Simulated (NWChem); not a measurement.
C$_{2}$H$_{4}$F$_{2}$ cation, doublet; SMILES of the neutral closed-shell parent CC(F)F

```xyz
8

C      0.0009     1.5652    -0.1656
C     -0.0003    -0.2172     0.3615
F     -1.0867    -0.7064    -0.1359
F      1.0845    -0.7082    -0.1372
H     -0.0018     1.4120    -1.2462
H     -0.9269     1.9193     0.2838
H      0.9316     1.9166     0.2796
H      0.0005    -0.0409     1.4501
```
Atoms are numbered in this order, from 1.

Results from NWChem. Spin-unrestricted. Geometry: optimised at B3LYP/6-31G* (spherical d), spin-unrestricted. This spin state was assumed; another may lie lower. No stability test was run on the SCF state. B3LYP is NWChem's, with the RPA form of VWN correlation. Level: B3LYP/def2-SVP with SMD (1 M gas to 1 M solution), gas-phase geometry. Reactions with the solvent are ignored.

Task: Among these, which solvent gives the highest value of “cavity-dispersion-structure term (kcal/mol)”?
(A) methanol
(B) acetone
(C) water
(D) N,N-dimethylformamide

Result: C, water. Values: acetone 0.9; methanol 1.2; N,N-dimethylformamide 1.6; water 4.0
